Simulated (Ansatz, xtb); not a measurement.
## CH2BBr: where a starting geometry ends

The starting geometry of this gas-phase triplet was built from a drawn formula by distance geometry and a force field; its bonds are those of `[B]CBr`.

```xyz
5

C    -1.2185    2.1637    2.0643
B    -0.2759    2.5582    3.2865
Br   -0.6355    0.5844    1.2096
H    -2.2975    2.0275    2.4160
H    -1.2376    3.0289    1.2941
```

Question: Predict what becomes of its bonds when it is optimised with r2SCAN-D4/def2-SVP.

Answer: It keeps its bonds, and is `[B]CBr`. Distances that change by over a tenth: C1–Br3 (1.89 → 2.08 Å).

The energy falls by 0.30 eV over 7 steps:

| step | E − E(last) (eV) |
| --- | --- |
| 1 | 0.303 |
| 2 | 0.092 |
| 3 | 0.027 |
| 4 | 0.005 |
| 5 | 0.001 |
| 6 | 0.000 |
| 7 | 0.000 |

Final geometry (Å):

```xyz
5

C    -1.2009    2.2216    2.1224
B    -0.3495    2.6320    3.2865
Br   -0.6609    0.4928    1.1025
H    -2.2417    2.0254    2.4254
H    -1.2119    2.9909    1.3337
```

From the same start GFN2-xTB ends elsewhere, in pieces: CH2B + Br.

No frequencies were run, so the end isn't proven a minimum. Open shells are spin-unrestricted. The triplet needn't be the ground state. Run with Ansatz 0.2.0, 52 s on 1 thread of Intel(R) Xeon(R) Platinum 8259CL CPU @ 2.50GHz (Skylake/Cascade Lake) (shared host).
